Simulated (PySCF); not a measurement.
J couplings in difluorogermane

Cartesian coordinates in Å; atom numbers follow the order of the lines, from 1:
```xyz
5

F    -1.307    1.436   -0.081
Ge   -0.053    0.247   -0.045
F     1.422    1.144   -0.142
H    -0.094   -0.439    1.320
H    -0.171   -0.602   -1.310
```

Indirect spin–spin couplings were computed at B3LYP/pcJ-1 (pcSseg-1 on Ge) (PySCF 2.14.0 with density-fitted response routines) on a PBE0-D3(BJ)/def2-SVP structure, for the isolated molecule, without vibrational or relativistic corrections. Couplings are averaged over pairs made equivalent by symmetry, fast rotation or ring inversion, so a value needn't be that of the named pair in this geometry, while other rotamers aren't included; one pair stands for each set, and the list holds those of at least 0.8 Hz over up to four bonds.

Isotopes: 1H, 19F.

| pair | bonds | J (Hz) |
| --- | --- | --- |
| F1, F3 | 2 | ? |
| F1, H4 | 2 | ? |
| H4, H5 | 2 | 71.8 |

Estimate the withheld couplings, with signs.

Answers


- 2J(F1,F3) = 56.5 Hz (angle at Ge2 105°)
- 2J(F1,H4) = 44.3 Hz

Relativistic effects of the heavier atoms present are left out.
